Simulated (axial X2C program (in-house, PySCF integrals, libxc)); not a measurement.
**Outer orbitals of AgP at 2.346 Å, PBEsol**

Calculated with an in-house relativistic program for diatomic molecules. Spin-free means the one-electron spin-free X2C Hamiltonian; two-component (2c) means X2C with spin–orbit coupling and atomic mean-field two-electron Coulomb and Gaunt terms, so the difference of the two also holds small scalar two-electron terms. Basis: Ag dyall-v3z [12s12p8d3f2g], P dyall-v3z [8s7p2d1f] (cores contracted in-house); Gaussian nuclei, density fitting, unrestricted open shells. Masses: Ag 106.905 u, P 30.974 u.

The distance is close to the 2c PBE0 minimum; the highest filled and lowest empty levels are listed.

Spin-free orbitals, state M_S = 1, Λ = 0 (beyond evenly filled blocks: π+α, π-α) (Löwdin shares):

| symmetry | occupied | ε (eV) | atomic character |
| --- | --- | --- | --- |
| σα | yes | -14.36 | 73% P s, 10% Ag d, 9% Ag p |
| σβ | yes | -12.81 | 68% P s, 14% Ag d, 9% Ag p |
| σα | yes | -8.76 | 78% Ag d, 15% P p, 5% P s |
| π-α | yes | -8.56 | 92% Ag d, 6% P p |
| π+α | yes | -8.56 | 92% Ag d, 6% P p |
| σβ | yes | -8.50 | 78% Ag d, 10% P p, 9% P s |
| π-β | yes | -8.41 | 96% Ag d, 2% P p |
| π+β | yes | -8.41 | 96% Ag d, 2% P p |
| δ-α | yes | -8.07 | 100% Ag d |
| δ+α | yes | -8.07 | 100% Ag d |
| δ-β | yes | -8.04 | 100% Ag d |
| δ+β | yes | -8.04 | 100% Ag d |
| σα | yes | -5.99 | 52% P p, 32% Ag s, 13% Ag d |
| σβ | yes | -5.60 | 49% P p, 40% Ag s, 8% Ag d |
| π+α | yes | -5.53 | 83% P p, 9% Ag d, 6% Ag p |
| π-α | yes | -5.53 | 83% P p, 9% Ag d, 6% Ag p |
| π-β | no | -3.70 | 81% P p, 12% Ag p, 5% Ag d |
| π+β | no | -3.70 | 81% P p, 12% Ag p, 5% Ag d |
| σα | no | -3.16 | 46% Ag s, 31% Ag p, 18% P p |
| σβ | no | -2.94 | 37% Ag s, 34% Ag p, 24% P p |

Spinors with spin–orbit coupling (state Ω = 1):

```csv
ω,occupied,ε (eV),atomic character,λ mixture
1/2,yes,-14.36,"73% P s, 10% Ag d, 9% Ag p",100% σ
-1/2,yes,-12.81,"68% P s, 14% Ag d, 9% Ag p",100% σ
1/2,yes,-8.90,"84% Ag d, 10% P p, 4% P s","74% σ, 26% π"
-1/2,yes,-8.83,"89% Ag d, 6% P p, 3% P s","67% π, 33% σ"
3/2,yes,-8.60,"94% Ag d, 5% P p","74% π, 26% δ"
-3/2,yes,-8.51,98% Ag d,"53% π, 47% δ"
1/2,yes,-8.39,"90% Ag d, 7% P p","74% π, 26% σ"
-1/2,yes,-8.36,"82% Ag d, 10% P p, 6% P s","67% σ, 33% π"
3/2,yes,-8.15,"97% Ag d, 2% P p","74% δ, 26% π"
-3/2,yes,-8.10,98% Ag d,"53% δ, 47% π"
5/2,yes,-7.87,100% Ag d,100% δ
-5/2,yes,-7.84,100% Ag d,100% δ
1/2,yes,-5.99,"52% P p, 32% Ag s, 13% Ag d",100% σ
-1/2,yes,-5.61,"52% P p, 36% Ag s, 7% Ag d","92% σ, 8% π"
-1/2,yes,-5.55,"80% P p, 10% Ag d, 6% Ag p","92% π, 8% σ"
3/2,yes,-5.50,"82% P p, 10% Ag d, 6% Ag p",100% π
1/2,no,-3.73,"80% P p, 13% Ag p, 5% Ag d",100% π
-3/2,no,-3.67,"81% P p, 12% Ag p, 5% Ag d",100% π
1/2,no,-3.16,"45% Ag s, 30% Ag p, 18% P p",100% σ
-1/2,no,-2.94,"36% Ag s, 34% Ag p, 24% P p",100% σ
```

How does the gap between the highest filled and lowest empty level change from the spin-free to the 2c table?

From 1.83 to 1.77 eV at PBEsol, a change of -0.06 eV.

Mulliken charges and populations of the two-component result (they depend on the basis, above all on diffuse functions):

Ag 0.10 e (s 8.92 p 18.13 d 19.84 f 0.01), P -0.10 e (s 5.92 p 9.13 d 0.04 f 0.01). ⟨Lz⟩ = 0.00 ħ and ⟨Sz⟩ = 1.00 ħ (0.00 and 1.00 on the two atoms), which add up to Ω.

One determinant describes the state; a PBE0 search over occupations chose it and may have missed a lower one. Density functionals use the spin component along the axis (collinear). PBE0 can misorder states that lie within some tenths of an eV, so this need not be the ground state of the molecule. The nearest other spin-free determinant of the search, M_S = 0, Λ = 2, lies 0.99 eV up at the distance of the search. With several unpaired electrons one determinant need not be a pure state. Open-shell Ω = 0 determinants with evenly filled partner blocks cannot be reached by this program, so the Ω shown need not be the lowest component. This is the Ω = 1 component of a π² triplet; the 0⁺ component is not one determinant and can lie lowest.
